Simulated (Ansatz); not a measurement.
Consider the substitution at a C–Si bond: `BC([SiH3])[SiH2]F` + H–F → `BC(F)[SiH2]F` + SiH₄.

Computed with Ansatz on PBE0-D4/def2-TZVP structures; ΔE is electronic, products minus reactants. CCSD(T)/CBS is the MP2 limit (def2-TZVPP, def2-QZVPP) plus CCSD(T) − MP2 in def2-TZVPP, frozen cores. This one scheme is used for every species. Functionals use def2-TZVPP. One conformer a species, not always the lowest.

| level | ΔE (kJ/mol) |
| --- | --- |
| PBE-D4 | 123.4 |
| PBE-QIDH | 143.0 |
| r2SCAN0 | 131.4 |
| HF/def2-SVP | 94.8 |

**Question.** What does CCSD(T)/CBS give? (An estimate is asked.)

**Answer.** Computed: +143.8 kJ/mol. The listed levels differ from it by -20.4, -0.8, -12.4, -49.0 kJ/mol.

Largest T1 diagnostic among the species: 0.013.

Leaving LDA and LC-ωPBE aside and taking each functional with its dispersion term where it has one, the values, not all of them listed here, spread over 33.2 kJ/mol, from BLYP-D4 to PBE-QIDH. LDA lies +9.8 kJ/mol from PBE without D4. The D4 term adds +13.5 kJ/mol with B3LYP and +7.4 kJ/mol with PBE0; it sums over pairs of atoms, weighted by their polarisabilities, and B3LYP, whose exchange is more repulsive, gets the larger term.

B3LYP here is the variant with VWN-RPA as its local correlation; programs differ in this.
